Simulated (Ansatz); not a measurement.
BH$_{9}$OSi$_{3}$ (`B[SiH]([SiH3])O[SiH3]`) from Hartree–Fock to CCSD(T)

Cartesian coordinates in Å:
```
B 2.104 1.352 -0.554
Si 0.836 -0.121 -0.143
Si -0.737 -0.114 -1.906
O 0.079 0.026 1.312
Si -1.109 -0.599 2.244
H 2.167 2.367 0.073
H 2.788 1.251 -1.532
H 1.521 -1.448 -0.207
H -0.047 -0.433 -3.185
H -1.400 1.212 -2.040
H -1.788 -1.139 -1.657
H -1.156 0.168 3.512
H -2.419 -0.490 1.546
H -0.840 -2.032 2.536
```

The species carries charge 0 and has multiplicity 1. The structure was optimised at the PBE0-D4/def2-TZVP level. It is one conformer, not always the lowest. Frozen core, restricted reference, the Gaussian-basis code of Ansatz. CBS rows extrapolate triple and quadruple zeta; past MP2 they add the triple-zeta difference.

```
     basis     HF (Eh)  MP2 corr.  CCSD corr.    (T)  CCSD(T) total
def2-TZVPP           ?          ?    -0.78283      ?              ?
def2-QZVPP  -971.74557   -0.75940           –      –              –
 CBS(def2)           ?   -0.79889    -0.87563  as TZ              ?
```

**Question.** Fill in the withheld values. (An estimate is asked.)

**Answer.** The calculation gave: def2-TZVPP HF (Eh): -971.71279; def2-TZVPP MP2 corr.: -0.70609; def2-TZVPP (T): -0.02672; def2-TZVPP CCSD(T) total: -972.52234; CBS(def2) HF (Eh): -971.75009; CBS(def2) CCSD(T) total: -972.65244.
